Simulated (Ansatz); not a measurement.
Al₃H₃OS (`[OH][AlH][Al]1[AlH][S]1`). Total charge 0; spin multiplicity 1.

Cartesian coordinates in Å:
```
O 1.038 2.656 -1.091
Al 0.382 1.959 0.312
Al -0.091 -0.584 0.393
Al -0.382 -2.973 0.533
S -1.862 -1.659 -0.446
H 1.210 2.182 -1.903
H 0.155 2.966 1.514
H -0.451 -4.546 0.688
```

**Question.** What are the harmonic wavenumbers in cm⁻¹ at PBE0-D4/def2-TZVP (Ansatz, finite differences of forces, unscaled)? (Best estimate.)

**Answer.** Ansatz gave: 18, 60, 70, 166, 250, 333, 340, 393, 432, 472, 520, 556, 578, 676, 844, 1921, 1928, 3964.

**Question.** Is this a minimum?

**Answer.** Yes, all 18 modes are real.

**Question.** Give the ideal-gas thermochemistry at 298.15 K and 1 bar (rigid rotor, harmonic oscillator; point group C1, symmetry number 1).

**Answer.** Zero-point energy 80.9 kJ/mol; H(298) − E = 106.5 kJ/mol; entropy 404.0 J/(mol·K), of which translation 169.8, rotation 121.9, vibration 112.4; G(298) − E = -14.0 kJ/mol. Modes under 100 cm⁻¹ are hindered rotations or soft bends, so the harmonic entropy is rough.

**Question.** And at 400, 500, 600, 800 and 1000 K?

**Answer.** 
```json
{"T (K)": "400", "H − E (kJ/mol)": "119.9", "S (J/mol/K)": "442.6", "G − E (kJ/mol)": "-57.2"}
{"T (K)": "500", "H − E (kJ/mol)": "134.0", "S (J/mol/K)": "474.2", "G − E (kJ/mol)": "-103.1"}
{"T (K)": "600", "H − E (kJ/mol)": "148.8", "S (J/mol/K)": "501.2", "G − E (kJ/mol)": "-151.9"}
{"T (K)": "800", "H − E (kJ/mol)": "179.9", "S (J/mol/K)": "545.8", "G − E (kJ/mol)": "-256.7"}
{"T (K)": "1000", "H − E (kJ/mol)": "212.2", "S (J/mol/K)": "581.8", "G − E (kJ/mol)": "-369.6"}
```

**Question.** Rotational constants (cm⁻¹)?

**Answer.** 0.1702, 0.02549, 0.02377.
